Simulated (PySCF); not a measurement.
# Reading the logs of faulty runs: B2CGeH5 cation

Calculated results; nothing here was measured. They come from PySCF 2.14.0, an open-source quantum chemistry program, on an isolated molecule that a program drew, which may never have been made. The molecule is B2CGeH5 cation (charge +1, singlet), drawn as the SMILES string `B=C[B+][GeH3]`.

Each row is a Hartree-Fock (HF) and frozen-core CCSD(T) single point in the cc-pVDZ basis, meant for a local HF minimum. Run 1 is clean. Each other run has one planted mistake out of seven kinds, and not every kind appears here: one electron removed, one electron added, multiplicity raised by two, geometry at a saddle point, minimal basis STO-3G, one bond length entered in bohr, all coordinates scaled. The reference is restricted for singlets and unrestricted otherwise, and also for a bond in bohr. Adding or removing an electron swaps singlet and doublet. Electrons count all cores. HOMO and LUMO are orbital energies over both spins, the gradient is its largest component, and the lowest frequency (negative if imaginary) is given only where the gradient is small. Bond lengths are over the 8 bonds as drawn. T1 is the CCSD diagnostic: over 0.02 (restricted) or 0.045 (unrestricted) a single reference is doubtful. Germanium has the cc-pVDZ-PP basis, with a core potential (ECP10MDF) in place of its 10 inner electrons, and its 3s, 3p and 3d shells are frozen in CCSD(T).

Geometry of the clean run:
```xyz
9
B2CGeH5 cation, angstrom
B    -1.7621   -2.2623    1.6681
C    -2.1781   -1.0227    1.1286
B    -1.2788   -0.0575    0.5641
Ge    0.0506    1.3535   -0.2698
H    -1.4051   -3.2866    2.1122
H    -3.2465   -0.7865    1.1428
H    -0.0135    2.5585    0.6499
H     1.3951    0.6446   -0.2496
H    -0.4763    1.6136   -1.6690
```

```
run,electrons,basis functions,<S^2>,HOMO (eV),LUMO (eV),gradient (hartree/bohr),lowest frequency (cm^-1),mean bond (Å),longest bond (Å),T1,HF (hartree),CCSD(T) (hartree),mistake
1,52,90,0.000,-15.82,-4.05,2.9e-05,28,1.4726,2.110,0.0159,-383.20463,-383.61937,no fault
2,52,90,0.893,-14.04,-4.53,7.7e-03,-,1.6417,2.872,0.0360,-383.10532,-383.50520,one bond length entered in bohr
3,52,90,2.018,-12.28,-6.40,6.9e-02,-,1.4726,2.110,0.0160,-383.09107,-383.47318,multiplicity raised by two
4,53,90,0.772,-6.21,1.83,5.0e-02,-,1.4726,2.110,0.0530,-383.38616,-383.82630,?
```

**Which mistake was planted in run 4, and what did it cost?**

It counts 53 electrons, one more than the clean run, at the same geometry and basis. So the mistake is: one electron added. Subtracting run 1 and multiplying by 627.51 kcal/mol a hartree, the energy moved by -113.9 kcal/mol in HF and -129.9 kcal/mol in CCSD(T).

Cautions from the logs. Run 4: T1 is over the limit, so its CCSD(T) energy is less reliable.
